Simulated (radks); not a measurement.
Hg4+, configuration [Kr] 4d10 4f14 5s1 5p6 5d8 5f1 (not the ground configuration). Calculated with a radial shooting solver on a logarithmic mesh with Libxc functionals: scalar-relativistic Kohn-Sham, RPBE, spin-polarised, spherical densities, finite nucleus; open shells are filled with parallel spins first (spin-orbit coupling, left out, can overturn this in heavy ions); Fermi nuclear charge, rms radius 5.4648 fm.

Local quantities along the radius. ELF = 1/(1 + alpha^2) is the electron localisation function; alpha = (tau - tau_W)/tau_unif compares the Pauli kinetic energy density with that of the uniform gas (summed over spins). tau is taken from the large components.

```
   r/bohr * ELF (the largest magnitude, 0.999, reaches the edge; | marks zero)
  0.00156 |                                                      *
 0.002114 |                                                      *
 0.002865 |                                                      *
 0.003914 |                                                      *
 0.005305 |                                                      *
  0.00719 |                                                     *
 0.009744 |                                                   *
  0.01321 |                                            *
   0.0179 |                          *
  0.02426 |                 *
  0.03287 |                          *
  0.04455 |                                       *
  0.06038 |                                    *
  0.08249 |                    *
   0.1118 |                         *
   0.1515 |                                      *
   0.2053 |                         *
   0.2783 |                  *
   0.3771 |                                      *
   0.5111 |                                *
   0.6927 |               *
   0.9388 |                             *
    1.272 |                                 *
    1.724 |                *
    2.356 |  *
    3.193 |*
    4.327 *
    5.864 *
    7.948 *
```

On this mesh the ELF has minima near r = 0.024, 0.096, 0.24, 0.69 bohr, which separate the shells, and maxima near 0.052 (0.74), 0.15 (0.71), 0.44 (0.71), 1.1 (0.65).
